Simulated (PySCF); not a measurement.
C4H12O4Ti, SMILES C[O][Ti]([O]C)([O]C)[O]C, singlet, GFN2-xTB optimised geometry.

```
21

C      1.73    -2.02    -0.06
O      1.06    -0.80     0.00
Ti    -0.67    -0.80     0.00
O     -1.27     0.83     0.00
C     -0.70     1.80     0.82
O     -1.31    -1.65    -1.37
C     -2.44    -1.32    -2.12
O     -1.20    -1.57     1.48
C     -2.53    -1.91     1.68
H      2.82    -1.85    -0.07
H      1.48    -2.64     0.82
H      1.46    -2.57    -0.98
H     -1.17     2.77     0.62
H     -0.86     1.54     1.89
H      0.39     1.88     0.63
H     -3.25    -2.04    -1.93
H     -2.19    -1.36    -3.20
H     -2.79    -0.30    -1.87
H     -2.82    -2.77     1.04
H     -2.68    -2.20     2.73
H     -3.19    -1.06     1.45
```

Density from PBE0/def2-SVP run with PySCF 2.14.0 at that geometry.

Minimum of the electron density along straight lines between bonded atoms, close to the bond critical point (lines longer than 1.1 times the sum of covalent radii, or with two minima, are not listed):

```
bond    length / Å  ρ at the minimum / e bohr⁻³  ∇²ρ there / e bohr⁻⁵  position (fraction from the first atom)
------  ----------  ---------------------------  --------------------  ---------------------------------------
C1–O2        1.393                        0.262            (withheld)                                     0.34
O2–Ti3       1.737                        0.182                  0.87                                     0.49
Ti3–O4       1.736                        0.181                  0.87                                     0.51
O4–C5        1.395                        0.260                 -0.32                                     0.66
Ti3–O6       1.729                        0.180                  0.92                                     0.51
O6–C7        1.393                        0.260                 -0.32                                     0.66
Ti3–O8       1.745                        0.177                  0.86                                     0.51
O8–C9        1.394                        0.263            (withheld)                                     0.66
C1–H10       1.101                        0.276                 -1.03                                     0.63
C1–H11       1.105                        0.274                 -1.01                                     0.63
C1–H12       1.105                        0.274                 -1.01                                     0.63
C5–H13       1.101                        0.276                 -1.03                                     0.63
C5–H14       1.104                        0.275                 -1.01                                     0.63
C5–H15       1.103                        0.276                 -1.03                                     0.64
C7–H16       1.102                        0.276                 -1.02                                     0.63
C7–H17       1.101                        0.276                 -1.03                                     0.63
C7–H18       1.105                        0.275                 -1.02                                     0.63
C9–H19       1.104                        0.275                 -1.01                                     0.63
C9–H20       1.101                        0.276                 -1.03                                     0.63
C9–H21       1.106                        0.273                 -1.00                                     0.63
```

Task: Some entries are withheld; supply them.

Result: 
- C1–O2, ∇²ρ there / e bohr⁻⁵: -0.35
- O8–C9, ∇²ρ there / e bohr⁻⁵: -0.38
